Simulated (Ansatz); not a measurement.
One change: `F[SiH](F)[AlH2]` becomes `F[SiH](F)[S][GeH3]`.

Ansatz, PBE0-D4/def2-TZVP geometries, multiplicity 1. Each molecule was computed in one conformer, which needn't be the lowest.

Scalar relativity is left out up to krypton.

```
                                          property  `F[SiH](F)[AlH2]`
             HOMO–LUMO gap (B3LYP/def2-TZVPP) / eV               4.94
                LUMO energy (PBE0/def2-TZVPP) / eV              -2.52
               LUMO energy (B3LYP/def2-TZVPP) / eV              -2.72
             HOMO energy (ωB97M-V/def2-TZVPP) / eV              -9.85
size of the dipole moment (ωB97M-V/def2-TZVPP) / D               1.85
    size of the dipole moment (PBE/def2-TZVPP) / D               1.67
```

Problem. What does the change do to each property? (Estimate.)

Solution. Computed: 
```csv
property,`F[SiH](F)[S][GeH3]`,shift
HOMO–LUMO gap (B3LYP/def2-TZVPP) / eV,6.86,1.92
LUMO energy (PBE0/def2-TZVPP) / eV,-0.58,1.94
LUMO energy (B3LYP/def2-TZVPP) / eV,-0.83,1.89
HOMO energy (ωB97M-V/def2-TZVPP) / eV,-10.11,-0.26
size of the dipole moment (ωB97M-V/def2-TZVPP) / D,1.27,-0.58
size of the dipole moment (PBE/def2-TZVPP) / D,1.23,-0.44
```

With PBE0 the HOMO falls by 0.11 eV and the LUMO rises by 1.94 eV, so the gap widens by about 2.05 eV. PBE moves the HOMO by -0.07 eV and ωB97M-V by -0.26 eV. Dipoles are sizes alone; their direction can turn.

B3LYP here is the variant with VWN-RPA as its local correlation; programs differ in this.
